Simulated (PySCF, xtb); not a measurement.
CH6FNOSi2, SMILES F[Si@H]1N[SiH2]CO1.

GFN2-xTB run with xtb 6.7.1 at its own geometry gives an orbital gap of 5.25 eV and a dipole moment of 2.91 D.

The structure is a stationary point at PBE-D3(BJ)/def2-SVP. The structure was generated by enumeration; whether it is a known compound was not checked. The values are those of a single conformer.

Question: What does PySCF with PBE/def2-TZVP give? (The exact figures need the calculation; the answer reports its results.)

Answer: gap 5.49 eV (levels -6.44 and -0.95 eV), dipole 2.12 D.
